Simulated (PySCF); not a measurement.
Species: `CC(C)[C@H]([SiH3])C=O`. The columns A, B, C and D hold Mulliken, IAO, Hirshfeld and ESP-fitted charges (e) of one PBE0/pcSseg-1 density (PySCF), in a shuffled order. Coordinates in Å (GFN2-xTB); the density's dipole moment is (-1.92, -1.57, 1.84) D.

| atom | x | y | z | A | B | C | D |
| --- | --- | --- | --- | --- | --- | --- | --- |
| C1 | -1.736 | 0.979 | -0.412 | -0.541 | -0.417 | -0.195 | -0.117 |
| C2 | -0.691 | 0.142 | 0.329 | +0.479 | -0.087 | -0.372 | -0.016 |
| C3 | -1.226 | -1.267 | 0.563 | -0.564 | -0.415 | -0.207 | -0.115 |
| C4 | 0.618 | 0.134 | -0.465 | -0.325 | -0.417 | -0.522 | -0.112 |
| Si5 | 2.019 | -0.938 | 0.320 | +0.315 | +0.596 | +0.494 | +0.324 |
| C6 | 1.206 | 1.485 | -0.582 | +0.472 | +0.259 | +0.269 | +0.120 |
| O7 | 1.873 | 1.888 | -1.500 | -0.477 | -0.404 | -0.355 | -0.237 |
| H8 | -1.364 | 1.983 | -0.602 | +0.124 | +0.139 | +0.123 | +0.039 |
| H9 | -1.980 | 0.519 | -1.368 | +0.137 | +0.139 | +0.110 | +0.042 |
| H10 | -2.650 | 1.056 | 0.174 | +0.132 | +0.141 | +0.118 | +0.043 |
| H11 | -0.501 | 0.611 | 1.302 | -0.040 | +0.125 | +0.122 | +0.034 |
| H12 | -1.318 | -1.799 | -0.381 | +0.137 | +0.138 | +0.111 | +0.041 |
| H13 | -2.209 | -1.221 | 1.027 | +0.147 | +0.143 | +0.119 | +0.044 |
| H14 | -0.566 | -1.832 | 1.217 | +0.129 | +0.137 | +0.132 | +0.038 |
| H15 | 0.445 | -0.261 | -1.470 | +0.121 | +0.158 | +0.158 | +0.047 |
| H16 | 3.292 | -0.593 | -0.303 | -0.053 | -0.097 | -0.048 | -0.067 |
| H17 | 1.708 | -2.348 | 0.082 | -0.078 | -0.109 | -0.064 | -0.070 |
| H18 | 2.046 | -0.659 | 1.758 | -0.091 | -0.116 | -0.064 | -0.074 |
| H19 | 1.024 | 2.129 | 0.305 | -0.025 | +0.087 | +0.072 | +0.036 |

Problem. Which column most likely holds the ESP-fitted charges?

Solution. A. Σ q r misses the density's dipole by 0.02 D (A), 0.95 D (D), 1.15 D (B), 1.23 D (C). Charges fitted to the outside potential are the only set here that is tied to the molecule's multipoles.

Problem. And the Hirshfeld charges?

Solution. D. The mean sizes are 0.085 e (D), 0.192 e (C), 0.217 e (B), 0.231 e (A), and Hirshfeld charges are commonly the smallest of these schemes.

As computed, A = ESP-fitted, B = IAO, C = Mulliken, D = Hirshfeld. Hydrogens on carbon: ESP-fitted -0.04 to +0.15, IAO +0.09 to +0.16, Mulliken +0.07 to +0.16, Hirshfeld +0.03 to +0.05 e.

The ESP scheme is a least-squares fit of atom-centred charges to the potential on four shells outside the van der Waals surface, with the total charge fixed. The Hirshfeld scheme divides the density at each point in proportion to the densities of the neutral, spherically averaged free atoms.

Geometry: GFN2-xTB, one conformer, isolated molecule.

The values belong to the conformer `[CH3:1][CH:2]([CH3:3])[C@H:4]([SiH3:5])[CH:6]=[O:7]`: C1–C2–C4–Si5 -178°, C2–C4–C6–O7 -149°.
